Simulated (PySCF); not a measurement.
A side-by-side comparison of computed properties.

First species: C₃H₇FO₃Si.
InChI=1S/C3H7FO3Si/c4-2-1-3(6-2)7-8-5/h2-3,5H,1,8H2/t2-,3+/m0/s1

Second species: C₆H₉NOSi.
Cartesian coordinates in Å at the GFN2-xTB level; atoms count from 1:
```
atom  x, y, z in Å
C1    -1.0042    1.7154    2.6266
C2    -0.7583    1.0316    1.6755
C3    -0.4921    0.2535    0.4774
C4     0.2678    1.0917   -0.5201
C5     1.4173    0.7318   -1.0719
Si6    2.3631   -0.8743   -0.7496
N7    -1.7476   -0.2168   -0.1013
C8    -1.9286   -1.4951   -0.4706
O9    -1.1181   -2.3797   -0.3552
H10   -1.1993    2.2932    3.4804
H11    0.0809   -0.6446    0.7332
H12   -0.2161    2.0310   -0.7695
H13    1.8557    1.4195   -1.7857
H14    2.7786   -0.9000    0.6577
H15    1.5424   -2.0313   -1.0846
H16    3.5558   -0.8294   -1.6010
H17   -2.4703    0.4687   -0.2529
H18   -2.9356   -1.6588   -0.9001
```

Levels: PBE0/pcSseg-1 for dipole moment, HOMO energy, LUMO energy and HOMO–LUMO gap; GFN2-xTB for rotational constant A and rotational constant C. Geometries: GFN2-xTB. Each structure is a single optimised conformer of the isolated species, non-relativistic unless stated. Electronic properties by PySCF.

Dipoles, sizes and rotational constants follow the conformer. The torsions of the flexible species, by atom-mapped SMILES:
- `[OH:1][SiH2:2][O:3][C@@H:4]1[CH2:5][C@@H:6]([F:7])[O:8]1`: O1–Si2–O3–C4 -49°, Si2–O3–C4–C5 151°, H–O1–Si2–O3 22°
- `[CH:1]#[C:2][C@H:3](/[CH:4]=[CH:5]\[SiH3:6])[NH:7][CH:8]=[O:9]`: C2–C3–C4–C5 126°, C2–C3–N7–C8 -132°, C3–N7–C8–O9 1°

Values for the first species:

```
Dipole moment         : 1.84 D
HOMO energy           : -8.31 eV
LUMO energy           : 0.97 eV
HOMO–LUMO gap         : 9.28 eV
Rotational constant A : 4.271 GHz
Rotational constant C : 0.833 GHz
```

(1) Estimate the same properties for the second species, and the change in each.

Results:

(1) 
```tsv
property	first	second	second less first
dipole moment	1.84 D	3.76 D	+1.92 D
HOMO energy	-8.31 eV	-7.59 eV	+0.72 eV
LUMO energy	0.97 eV	-0.78 eV	-1.75 eV
HOMO–LUMO gap	9.28 eV	6.81 eV	-2.47 eV
rotational constant A	4.271 GHz	1.493 GHz	-2.778 GHz
rotational constant C	0.833 GHz	0.729 GHz	-0.104 GHz
```

On the first: In atomic units the dipole is 0.72 e·bohr (1 au = 2.5417 D). A dipole of 1.84 D is allowed in C1, and pure rotational transitions are dipole-allowed.

On the second: The dipole matches unit charges of opposite sign 0.78 Å apart (1 e·Å = 4.8032 D).
